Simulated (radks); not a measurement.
The table gives one normalised radial function P(r) = r R(r) of Mo4+ in [Ar] 3d10 4s2 4p5 4d3 (r in bohr). All-electron calculation, scalar-relativistic Kohn-Sham, TASK exchange with Perdew-Wang LDA correlation, spin-unpolarised, spherical densities, finite nucleus; meta-GGA in the generalised Kohn-Sham scheme; Fermi nuclear charge, rms radius 4.4091 fm. Program: a radial shooting solver on a logarithmic mesh with Libxc functionals.

r,P
0.001598,0.0000
0.002114,0.0000
0.00282,0.0000
0.003761,0.0001
0.005016,0.0002
0.006637,0.0005
0.008852,0.0011
0.01181,0.0026
0.01562,0.0055
0.02083,0.0121
0.02779,0.0259
0.03706,0.0539
0.04904,0.1062
0.06541,0.2038
0.08724,0.3687
0.1154,0.6107
0.154,0.9354
0.2053,1.2787
0.2739,1.5258
0.3624,1.5466
0.4833,1.2916
0.6446,0.8531
0.8529,0.4373
1.138,0.1591
1.517,0.0376
2.024,0.0053
2.677,0.0004
3.571,0.0000
4.763,0.0000
6.302,0.0000
8.405,0.0000

Which n and l does it have? It may be an empty orbital.

Answer. n = 3, l = 2: the number of nodes gives n - l - 1 = 0, the rise at small r (about r^(l+1), flatter next to the nucleus through relativity) gives l, and the extent must fit the shell. The curve is that of 3d. 3d: eigenvalue -277.19 eV, 0 radial nodes, <r> = 0.414 bohr, 90 % of the charge inside 0.662 bohr.
